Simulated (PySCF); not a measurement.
**BPb and its ions**

PBE0; B cc-pVDZ, Pb cc-pVDZ-PP with ECP60; scalar-relativistic core potentials (PySCF 2.14). Neutral (UKS): quartet (σ ↑, π ↑↑), Re = 2.259 Å, ωe = 510 cm⁻¹, De = 2.52 eV, HOMO -5.75 eV, LUMO -2.81 eV.

BPb⁺ (UKS): triplet (σ ↑, π ↑), Re = 2.467 Å, ωe = 383 cm⁻¹. The energies at the minima are -217.54079 hartree for BPb and -217.25931 for BPb⁺.

**Question.** Work out the adiabatic ionisation energy, without and with harmonic zero-point energies (1 hartree = 27.2114 eV, 1 eV = 8065.5 cm⁻¹), and the change of the bond length.

**Answer.** At PBE0: 0.28148 hartree = 7.659 eV between the minima; the zero-point term (383.0 − 510.0)/2 cm⁻¹ = -0.008 eV makes it 7.652 eV. Re changes by +20.8 pm against the neutral. The electron leaves a π orbital, and the longer bond of the ion fits a bonding orbital, or a change in how ionic the bond is.

Spin–orbit coupling is left out, which matters for elements this heavy, above all for dissociation energies. States were picked by a PBE0 search and need not be the measured ground states.
